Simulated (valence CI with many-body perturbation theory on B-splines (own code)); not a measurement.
Forbidden lines of Gd⁵⁷⁺

Level of theory: relativistic CI+MBPT: five valence electrons over a frozen Dirac-Fock core [He], a basis of 9 s, 9 p, 8 d, 6 f, 3 g, 1 h functions for each j, with the one-electron correlation potential Σ1 (screened to all orders), the two-electron term Σ2, the three-electron term Σ3, Breit, model QED; selected single and double excitations, second order for the rest (own B-spline code, finite nucleus).

The last digits are not significant, and no measured levels were compared; by estimate large intervals hold to a few tenths of a per cent, small ones and those within an open d or f shell to about a per cent. Among the levels kept, up to 1200 cm⁻¹ of a level comes from second order outside the variational space, and about a tenth of that is noise between levels of different J, which matters for small intervals.

Lines 1 to 48 of 48 in falling wavelength, among levels below 585.63 Ry, chosen from the decays that carry over 1 % of a level's rate. Wavelengths and rates use the calculated energies. Electric multipoles are in the length gauge, E1 and E2 with the static RPA response of the core. S is in atomic units (e²a₀⁴ for E2 and M2, e²a₀⁶ for E3), for M1 in squared Bohr magnetons. Weak lines are less certain than strong ones. Lines between different terms over intervals too small for the method are left out, as are lines whose strength nearly cancels. The highest levels of a list are the least certain.

Levels are named by their leading jj configuration (3d3/2^4 stands for four electrons in 3d with j = 3/2), which in mixed levels can hold well under half, so a name can repeat and another be missing. Letters in brackets count levels of one name in rising energy.

```
λ vac (Å)                               Upper                       Lower  Type   A (s⁻¹)  S (a.u.)
    17.53          (2s^2 2p1/2 2p3/2^2) J=3/2  (2s^2 2p1/2^2 2p3/2) J=3/2    M1  3.42e+09  2.73e+00
    17.49                (2s^2 2p3/2^3) J=3/2  (2s^2 2p1/2 2p3/2^2) J=1/2    M1  8.43e+08  6.69e-01
    17.00          (2s^2 2p1/2 2p3/2^2) J=5/2  (2s^2 2p1/2^2 2p3/2) J=3/2    M1  5.72e+08  6.25e-01
    17.00          (2s^2 2p1/2 2p3/2^2) J=5/2  (2s^2 2p1/2^2 2p3/2) J=3/2    E2  1.11e+07  8.47e-05
    16.53                (2s^2 2p3/2^3) J=3/2  (2s^2 2p1/2 2p3/2^2) J=5/2    M1  9.86e+08  6.61e-01
    16.09          (2s^2 2p1/2 2p3/2^2) J=1/2  (2s^2 2p1/2^2 2p3/2) J=3/2    M1  2.01e+09  6.21e-01
    16.06                (2s^2 2p3/2^3) J=3/2  (2s^2 2p1/2 2p3/2^2) J=3/2    M1  3.97e+09  2.44e+00
    2.079      (2s^2 2p1/2 2p3/2 3d5/2) J=9/2    (2s 2p1/2 2p3/2^3) J=5/2    E2  7.21e+08  2.50e-07
    1.885  (2s^2 2p1/2 2p3/2 3p1/2) J=3/2 [a]  (2s^2 2p1/2 2p3/2^2) J=1/2    E2  1.14e+11  9.66e-06
    1.881      (2s^2 2p1/2 2p3/2 3p1/2) J=5/2  (2s^2 2p1/2 2p3/2^2) J=1/2    E2  2.10e+11  2.65e-05
    1.875      (2s^2 2p1/2 2p3/2 3p1/2) J=1/2  (2s^2 2p1/2 2p3/2^2) J=5/2    E2  2.35e+11  9.73e-06
    1.872  (2s^2 2p1/2 2p3/2 3p1/2) J=3/2 [b]  (2s^2 2p1/2 2p3/2^2) J=1/2    E2  9.30e+10  7.64e-06
    1.872          (2s^2 2p1/2^2 3p1/2) J=1/2  (2s^2 2p1/2^2 2p3/2) J=3/2    E2  1.11e+12  4.55e-05
    1.870      (2s^2 2p1/2 2p3/2 3p1/2) J=5/2  (2s^2 2p1/2 2p3/2^2) J=5/2    E2  6.32e+11  7.73e-05
    1.869      (2s^2 2p1/2 2p3/2 3p1/2) J=1/2  (2s^2 2p1/2 2p3/2^2) J=3/2    E2  3.51e+11  1.43e-05
    1.869      (2s^2 2p1/2 2p3/2 3p1/2) J=1/2  (2s^2 2p1/2 2p3/2^2) J=3/2    M1  9.55e+09  4.62e-03
    1.867  (2s^2 2p1/2 2p3/2 3p1/2) J=3/2 [a]  (2s^2 2p1/2 2p3/2^2) J=3/2    E2  6.87e+11  5.57e-05
    1.864      (2s^2 2p1/2 2p3/2 3p1/2) J=5/2  (2s^2 2p1/2 2p3/2^2) J=3/2    E2  1.57e+11  1.89e-05
    1.861  (2s^2 2p1/2 2p3/2 3p1/2) J=3/2 [b]  (2s^2 2p1/2 2p3/2^2) J=5/2    E2  6.22e+11  4.96e-05
    1.855  (2s^2 2p1/2 2p3/2 3p1/2) J=3/2 [b]  (2s^2 2p1/2 2p3/2^2) J=3/2    E2  3.74e+10  2.93e-06
    1.825  (2s^2 2p1/2 2p3/2 3p3/2) J=3/2 [a]  (2s^2 2p1/2 2p3/2^2) J=1/2    E2  2.67e+10  1.93e-06
    1.819      (2s 2p1/2^2 2p3/2 3p3/2) J=7/2  (2s 2p1/2^2 2p3/2^2) J=5/2    E2  3.58e+11  5.09e-05
    1.816  (2s 2p1/2^2 2p3/2 3p3/2) J=1/2 [b]  (2s 2p1/2^2 2p3/2^2) J=3/2    E2  6.40e+11  2.26e-05
    1.816  (2s^2 2p1/2 2p3/2 3p3/2) J=5/2 [b]  (2s^2 2p1/2 2p3/2^2) J=1/2    E2  2.20e+11  2.33e-05
    1.815  (2s^2 2p1/2 2p3/2 3p3/2) J=5/2 [a]  (2s^2 2p1/2 2p3/2^2) J=5/2    E2  8.54e+10  9.01e-06
    1.814  (2s^2 2p1/2 2p3/2 3p3/2) J=3/2 [a]  (2s^2 2p1/2 2p3/2^2) J=5/2    E2  2.51e+11  1.76e-05
    1.812      (2s^2 2p1/2 2p3/2 3p3/2) J=7/2  (2s^2 2p1/2 2p3/2^2) J=5/2    E2  3.84e+11  5.35e-05
    1.811  (2s^2 2p1/2 2p3/2 3p3/2) J=1/2 [a]  (2s^2 2p1/2 2p3/2^2) J=3/2    E2  2.35e+11  8.18e-06
    1.811          (2s^2 2p1/2^2 3p3/2) J=3/2  (2s^2 2p1/2^2 2p3/2) J=3/2    E2  5.53e+11  3.84e-05
    1.809  (2s^2 2p1/2 2p3/2 3p3/2) J=5/2 [a]  (2s^2 2p1/2 2p3/2^2) J=3/2    E2  3.05e+11  3.17e-05
    1.808  (2s^2 2p1/2 2p3/2 3p3/2) J=3/2 [a]  (2s^2 2p1/2 2p3/2^2) J=3/2    E2  1.27e+11  8.76e-06
    1.806      (2s^2 2p1/2 2p3/2 3p3/2) J=7/2  (2s^2 2p1/2 2p3/2^2) J=3/2    E2  4.40e+10  6.03e-06
    1.799  (2s^2 2p1/2 2p3/2 3p3/2) J=1/2 [b]  (2s^2 2p1/2 2p3/2^2) J=5/2    E2  7.23e+11  2.44e-05
    1.794  (2s^2 2p1/2 2p3/2 3p3/2) J=1/2 [b]  (2s^2 2p1/2 2p3/2^2) J=3/2    E2  2.60e+11  8.64e-06
    1.793  (2s 2p1/2^2 2p3/2 3p3/2) J=1/2 [b]  (2s 2p1/2^2 2p3/2^2) J=5/2    E2  2.03e+11  6.72e-06
    1.783      (2s 2p1/2^2 2p3/2 3d5/2) J=9/2  (2s 2p1/2^2 2p3/2^2) J=5/2    M2  2.21e+10  3.55e-06
    1.783      (2s 2p1/2^2 2p3/2 3d5/2) J=9/2  (2s 2p1/2^2 2p3/2^2) J=5/2    E3  1.28e+09  2.34e-06
    1.775      (2s^2 2p1/2 2p3/2 3d5/2) J=9/2  (2s^2 2p1/2 2p3/2^2) J=5/2    M2  2.18e+10  3.42e-06
    1.775      (2s^2 2p1/2 2p3/2 3d5/2) J=9/2  (2s^2 2p1/2 2p3/2^2) J=5/2    E3  1.36e+09  2.39e-06
    1.720      (2s 2p1/2^2 2p3/2 3d5/2) J=9/2  (2s^2 2p1/2 2p3/2^2) J=5/2    E2  1.70e+09  2.28e-07
    1.640  (2s^2 2p1/2 2p3/2 3p3/2) J=5/2 [a]  (2s^2 2p1/2^2 2p3/2) J=3/2    E2  1.49e+11  9.49e-06
    1.639  (2s^2 2p1/2 2p3/2 3p3/2) J=3/2 [a]  (2s^2 2p1/2^2 2p3/2) J=3/2    E2  4.85e+11  2.05e-05
    1.637      (2s^2 2p1/2 2p3/2 3p3/2) J=7/2  (2s^2 2p1/2^2 2p3/2) J=3/2    E2  5.34e+11  4.49e-05
    1.632  (2s^2 2p1/2 2p3/2 3p3/2) J=5/2 [b]  (2s^2 2p1/2^2 2p3/2) J=3/2    E2  3.83e+11  2.38e-05
    1.627  (2s^2 2p1/2 2p3/2 3p3/2) J=1/2 [b]  (2s^2 2p1/2^2 2p3/2) J=3/2    E2  1.73e+11  3.52e-06
    1.607      (2s^2 2p1/2 2p3/2 3d5/2) J=9/2  (2s^2 2p1/2^2 2p3/2) J=3/2    E3  2.81e+09  2.47e-06
    1.572  (2s 2p1/2^2 2p3/2 3d3/2) J=5/2 [a]  (2s^2 2p1/2^2 2p3/2) J=3/2    E2  1.12e+12  5.77e-05
    1.571      (2s 2p1/2^2 2p3/2 3d3/2) J=7/2  (2s^2 2p1/2^2 2p3/2) J=3/2    E2  1.57e+12  1.07e-04
```
